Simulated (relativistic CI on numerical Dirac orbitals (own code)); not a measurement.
# Re²⁹⁺: sensitivity of the levels to the model

Base calculation: Dirac-Coulomb-Breit CI, KLI orbitals optimised for each configuration, QED by a radiative potential, unscaled Slater integrals.

CI space (outside the closed core [Ar] 3d10): 4s2 4p6 4d10, 4s2 4p6 4d9 4f, 4s2 4p5 4d10 4f, 4s 4p6 4d10 4f, 4s2 4p6 4d9 5s, 4s2 4p6 4d9 5p, 4s2 4p6 4d9 5d, 4s2 4p5 4d10 5s, 4p6 4d10 4f2, 4p6 4d9 4f3, 4p5 4d10 4f3, 4p6 4d9 4f2 5s, 4p6 4d9 4f2 5p, 4p6 4d9 4f2 5d. Double excitations out of closed p, d and f shells are left out; levels of such configurations are missing from the list, as are those of other unlisted configurations, and high levels can miss mixing partners. These lack a partner that the ground configuration has and come out too high: 4s2 4p5 4d10 5s.

Variants: (1) non-relativistic limit. Shifts of the energy above 4s2 4p6 4d10 1S_0, in eV, for the lowest level and the first level of each name with at least 55 % of one term (blank where a level changes its place among those of its configuration and J or its character, or is not in the variant):

| Level | Base | Δ(1) |
| --- | --- | --- |
| 4s2 4p6 4d10 1S_0 | 0.000 | 0.000 |
| 4s2 4p6 4d9 4f 3P°_0 | 194.920 | -0.259 |
| 4s2 4p6 4d9 4f 3P°_1 | 197.202 | -2.541 |
| 4s2 4p6 4d9 4f 3H°_5 | 202.090 | -1.959 |
| 4s2 4p6 4d9 4f 3H°_6 | 204.303 | -4.171 |
| 4s2 4p6 4d9 4f 3F°_3 | 205.187 |  |
| 4s2 4p6 4d9 4f 3F°_4 | 209.195 | -5.216 |
| 4s2 4p6 4d9 4f 3G°_5 | 211.032 |  |
| 4s2 4p6 4d9 4f 3D°_1 | 212.979 | -9.046 |
| 4s2 4p6 4d9 4f 3H°_4 | 218.990 |  |
| 4s2 4p6 4d9 4f 3G°_3 | 225.542 | -17.985 |
| 4s2 4p6 4d9 4f 1P°_1 | 265.077 | -10.945 |
| 4s2 4p6 4d9 5s 3D_3 | 373.075 | +52.728 |
| 4s2 4p6 4d9 5s 3D_1 | 390.686 | +35.117 |

At this charge energies of transitions that change n are usually good to better than 1 %, and those within a shell (Δn = 0) to a few per cent.

Ionisation energy from the two ground configurations alone: base 1194.11 eV. The NIST ASD value (theoretical) is 1194 eV.

LS names give the leading component of a level, which can be under half, so a name can repeat, a term be missing and a line seem to break the LS rules.
